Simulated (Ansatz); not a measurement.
Program: Ansatz. Geometries: PBE0-D4/def2-TZVP. ΔE: electronic, gas phase. CCSD(T)/CBS adds triple-zeta CCSD(T) − MP2 to the extrapolated MP2 energy (def2 sets, frozen cores). This one scheme is used for every species. Functionals use def2-TZVPP. For Mg outer-core shells are correlated without core-valence functions, which leaves a few kJ/mol of doubt a bond. One conformer a species, not always the lowest.

`[SiH]O[SiH3]` + `[OH][Mg][F]` → `[F][Mg][O][SiH3]` + `O[SiH]`  (ligand exchange at the Si–O bond)

```csv
level,ΔE (eV)
r2SCANh-D4,-0.29
HF/CBS(def2),-0.28
```

(1) What does CCSD(T)/CBS give? (Best estimate.)

Largest T1 diagnostic among the species: 0.016.

Results:

(1) Ansatz gave: -0.29 eV. The listed levels differ from it by 0.00, 0.01 eV.

At CCSD(T), def2-SVP lies −0.03 eV from the extrapolated value and def2-TZVPP +0.00 eV. Leaving LDA and LC-ωPBE aside and taking each functional with its dispersion term where it has one, the values, not all of them listed here, spread over 0.08 eV, from B97M-V to BHLYP-D4. The D4 term adds +0.04 eV with B3LYP and +0.02 eV with PBE0; it sums over pairs of atoms, weighted by their polarisabilities, and B3LYP, whose exchange is more repulsive, gets the larger term.

B3LYP here is the variant with VWN-RPA as its local correlation; programs differ in this.
